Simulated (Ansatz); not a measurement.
Te₂Se₃, relaxed as a singlet with RKS PBE-D4/def2-SVP in Ansatz, starting from the GFN2-xTB geometry. Force threshold 0.02 eV/Å.

In the def2 sets Te takes a core potential; there is no spin–orbit coupling. The restricted singlet is unstable towards broken spin symmetry in Hartree–Fock (as tested in another run); at PBE-D4/def2-SVP this wasn't settled. Another isomer (singlet) lies 1.05 eV lower at PBE0-D4/def2-TZVP; other spin states weren't run for this one.

Start:

Cartesian coordinates in Å:
```
Se 2.078 0.053 1.937
Se -0.250 -1.711 -0.884
Se -2.178 -0.424 -0.516
Te 1.323 0.280 -0.310
Te -0.972 1.802 -0.227
```

Problem. Estimate the energy that the relaxation releases and the steps that it takes.

Solution. 30.8 kJ/mol, in 10 steps; 32 s on 4 threads of Intel Xeon on a shared host. No frequencies were taken in this run, so the end may be a saddle point.

Problem. Does the start keep its bonding and symmetry?

Solution. By distances, no bond broke or formed. The bond that changes most is Se2–Te4, from 2.60 to 2.81 Å (atoms count from 1).

Problem. Predict the relaxed structure.

Solution. 
Cartesian coordinates in Å:
```
Se 2.272 0.075 2.093
Se -0.379 -1.666 -1.143
Se -2.242 -0.479 -0.369
Te 1.416 0.250 -0.149
Te -1.068 1.821 -0.431
```
Bond lengths: 3 × Se–Te 2.41 to 2.81 Å; 1 × Se–Se 2.34 Å; 1 × Te–Te 2.95 Å.
